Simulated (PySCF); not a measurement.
HClO, singlet, at a GFN2-xTB geometry. Base run: MP2/cc-pVTZ (PySCF).

Here is a job for PySCF.
```python
from pyscf import gto, scf, mp

mol = gto.M(
    atom='''
O    -0.008741    1.098296    0.016436
H    -0.944582    1.335065    0.004393
Cl    0.059677   -0.595379   -0.007993
''',
    basis='cc-pvtz',
    charge=0,
    spin=0,
    verbose=4,
)

mf = scf.RHF(mol)
mf.kernel()

pt = mp.MP2(mf)
pt.kernel()
print('E(MP2) = %.10f' % pt.e_tot)
mf.analyze()
```

The base run was repeated with changes; each row names its change, and settings that it needs were set with it.

```
change                                ΔE vs base (mEh)  MP2 correlation (Eh)  basis functions
------------------------------------  ----------------  --------------------  ---------------
base                                             0.000              -0.48401               78
frozen = 7                                       127.1              -0.35687               78
cart = on                                      -14.495              -0.49786               89
frozen = 5                                      41.388              -0.44262               78
density fitting = JK and correlation             0.256              -0.48383               78
method = ccsd                                  -17.095              -0.48401               78
method = ccsd(t)                               -35.873              -0.48401               78
method = cisd                                   28.574                     -               78
frozen = 6                                      46.412              -0.43760               78
```
